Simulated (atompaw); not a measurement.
## Building the PAW (atompaw) potential for C (Z = 6) (LDA (PW92), scalar-relativistic).

```
Element                 : carbon (C)
Generator               : atompaw 4.2.0.5
Type                    : PAW
Functional              : LDA (PW92)
Relativity              : scalar-relativistic
Frozen core             : [He]
Valence charge          : 4
Reference configuration : 2s1.5 2p2.5
Partial waves           : 2s (bound): rc 2.80 bohr; 2s channel at 0.2 Ry: rc 1.45 bohr; 2p (bound): rc 2.75 bohr; 2p channel at 0.65 Ry: rc 2.80 bohr; 3d channel at 0.45 Ry: rc 2.80 bohr; 3d channel at 2.2 Ry: rc 2.80 bohr
Local potential         : ultrasoft scheme with l = 3 at 0 Ry, radius 1.95 bohr
Core correction         : smooth core density matched at 2.20 bohr
Augmentation charge     : sinc compensation charge, radius 2.35 bohr; PAW radius 2.80 bohr; waves and projectors: custom polynom2 7 10 vanderbiltortho
```

Calculated quality:

```json
{
 "Cutoffs needed": "12 Ry and 35 Ry (the cutoffs (Ry, on a coarse ladder) from which the occupation-weighted sum of valence levels, in a spherical-Bessel basis at the reference potential, stays within 10 and 1 mRy of its value at 400 Ry)",
 "Ghost test": "no extra level below or beside the all-electron valence levels (s, p, d, f tested) (spherical-Bessel basis up to 400 Ry, 20 bohr box)",
 "Lowest eigenvalue of the overlap operator": "0.53 (s channel)",
 "Overlap eigenvalues printed by atompaw (projector basis)": "0.212, 0.763, 2.37, 31.7, 634, 7.42e+03",
 "Share of each valence orbital outside the PAW sphere": "2s 6 %, 2p 14 %"
}
```

Generation and tests took about 2.4 s on one core of a shared server CPU.
